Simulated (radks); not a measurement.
The gallium anion Ga- inside a hard spherical wall (all orbitals vanish at R), configuration held at [Ar] 3d10 4s2 4p2 and not refilled when levels cross. Method: non-relativistic Kohn-Sham, LDA (Slater exchange, Perdew-Wang correlation), spin-unpolarised, spherical densities, point nucleus; computed with a radial shooting solver on a logarithmic mesh with Libxc functionals. Eigenvalues in eV, with the zero of energy where the potential of the charges vanishes at infinity; a dash marks a level that is unbound or too diffuse for the functional's potential to be trusted. A positive occupied level is held by the wall or, in an anion where self-interaction has pushed it up, behind a barrier. The pressure on the wall is -dE/dV.

R (bohr)  E (hartree)  kinetic (hartree)    e(3p)    e(3d)   e(4s)   e(4p)  e(5s, empty)  e(5p, empty)  pressure (GPa)
15        -1921.84658           1919.910  -92.317  -14.806  -3.918   1.617         2.281         3.155          0.0109
7         -1921.77861           1920.102  -89.174  -11.678  -1.355   4.331         9.513        13.512            1.95
4         -1921.13824           1922.057  -80.358   -3.049   6.713  14.813        41.630        50.703             106
3         -1919.58597           1926.572  -69.972    7.040  20.176  31.454        91.528        104.38             780
2         -1910.71918           1951.945  -37.912   39.909  81.563  100.78        277.66        294.00           12700
1.5       -1888.11517           2014.335   12.559   95.334  215.02  239.24        604.96        613.65           89000
